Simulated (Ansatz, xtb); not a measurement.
**Isomers of C5H8FNO in order of energy**

4 gas-phase structures of C5H8FNO, from a drawn sample of its isomers (lower ones may exist). Each was relaxed with GFN2-xTB; where two conformers were screened, the lower at r2SCAN-D4/def2-SVP is listed:

A. `[H]/N=C(C)/C(O)=C(/C)F`, a singlet
B. `[H]/N=C(C)/C(O)=C(\C)F`, a singlet
C. `C=C(N)C(=O)[C@@H](C)F`, a singlet
D. `C=C(N)/C(O)=C(\C)F`, a singlet

Task: Which do you expect lowest at r2SCAN-D4/def2-SVP, and how would the others follow?

Result: Calculated order at r2SCAN-D4/def2-SVP: A (0.000), C (0.024), B (0.291), D (0.517) eV. Less than 1 kcal/mol parts A and C, so the order within that pair means little. CCSD(T)/def2-SVP + ΔMP2/def2-TZVPP after further relaxation puts C lowest instead.

Energies above the lowest of each column, in eV; the last columns are at B3LYP-D3(BJ)/def2-SVP geometries:

```csv
structure,GFN2-xTB,HF/STO-3G,r2SCAN-D4/def2-SVP,B3LYP-D3(BJ)/def2-SVP,CCSD(T)/def2-SVP + ΔMP2/def2-TZVPP
A,0.000,0.000,0.000,0.036,0.050
C,0.246,0.287,0.024,0.000,0.000
B,0.121,0.179,0.291,0.275,0.242
D,0.397,0.737,0.517,0.503,0.465
```

CCSD(T)/def2-SVP + ΔMP2/def2-TZVPP puts C lowest; GFN2-xTB picks A, HF/STO-3G picks A, r2SCAN-D4/def2-SVP picks A. CCSD(T)/def2-SVP + ΔMP2/def2-TZVPP orders those it was run on as C (0.000), A (0.050), B (0.242), D (0.465) eV. Flexible structures stand in one conformer each, not always the lowest. ΔMP2 is the change of the MP2 energy from the smaller to the larger basis.

Over these structures GFN2-xTB departs from r2SCAN-D4/def2-SVP by 0.128 eV on average once a common shift is removed. A GFN2-xTB relaxation took about 0.4 s and the r2SCAN-D4/def2-SVP energy about 6.9 s on a shared host (Ansatz 0.2.0, xtb 6.7.1).
